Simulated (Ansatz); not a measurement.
Reaction (redistribution): `O[Si](O)(F)[SiH3]` + `C[SiH](N)[GeH2][NH2]` → `C[Si](O)(F)[SiH3]` + `[NH2][GeH2][SiH](N)O`

Program: Ansatz. Geometries: PBE0-D4/def2-TZVP. ΔE: electronic, gas phase. CBS: MP2 limit from def2 TZ/QZ plus the TZ coupled-cluster correction, frozen cores. DFT in def2-TZVPP. For Ge outer-core shells are correlated without core-valence functions, which leaves a few kJ/mol of doubt a bond. Scalar relativity is left out up to krypton. One conformer a species, not always the lowest.

`O[Si](O)(F)[SiH3]`:

Cartesian coordinates in Å:
```
O 1.849 0.147 -0.571
Si 0.347 -0.479 -0.395
O 0.479 -1.842 0.480
F -0.200 -0.794 -1.868
Si -1.185 0.924 0.665
H 2.009 0.738 -1.308
H 1.240 -2.407 0.333
H -1.321 2.180 -0.123
H -2.516 0.270 0.760
H -0.702 1.264 2.028
```

`C[SiH](N)[GeH2][NH2]`:

Cartesian coordinates in Å:
```
C -0.205 -0.898 2.102
Si -0.434 0.425 0.802
N -1.755 0.053 -0.239
Ge 1.364 0.548 -0.768
N 0.549 0.145 -2.394
H -0.031 -1.874 1.644
H 0.646 -0.660 2.747
H -1.092 -0.972 2.738
H -0.556 1.731 1.526
H -1.682 0.355 -1.200
H -2.708 0.065 0.086
H 2.550 -0.399 -0.439
H 1.956 1.959 -0.957
H 1.132 0.347 -3.195
H 0.265 -0.824 -2.456
```

`C[Si](O)(F)[SiH3]`:

```xyz
12

C    -0.587   -1.419   -0.802
Si   -0.521    0.063    0.314
O    -0.409   -0.358    1.895
F    -1.897    0.862    0.080
Si    1.264    1.527   -0.083
H    -0.676   -1.114   -1.847
H    -1.451   -2.047   -0.564
H     0.317   -2.025   -0.698
H    -1.014   -1.015    2.243
H     1.203    2.026   -1.484
H     2.556    0.812    0.101
H     1.215    2.688    0.844
```

`[NH2][GeH2][SiH](N)O`:

```xyz
13

N    -1.260   -2.062   -0.660
Ge   -0.469   -0.497   -1.243
Si    0.023    0.779    0.699
N     1.206    1.958    0.343
O     0.456   -0.413    1.767
H    -1.339   -2.781   -1.365
H    -0.778   -2.449    0.141
H     0.830   -0.728   -2.068
H    -1.468    0.191   -2.193
H    -1.115    1.559    1.259
H     2.048    1.756   -0.170
H     1.247    2.846    0.814
H     0.618   -0.161    2.678
```

```
             level  ΔE (kJ/mol)
           PBE0-D4         11.4
SCS-MP2/def2-QZVPP         10.2
```

(1) What does CCSD(T)/CBS give? (An estimate is asked.)

Largest T1 diagnostic among the species: 0.013.

Answers

(1) Computed: +11.1 kJ/mol. The listed levels differ from it by 0.3, -0.9 kJ/mol.

In def2-TZVPP, CCSD(T) changes the Hartree–Fock value by +3.7 kJ/mol (the triples alone add +0.6 kJ/mol) and MP2 by +4.0 kJ/mol.
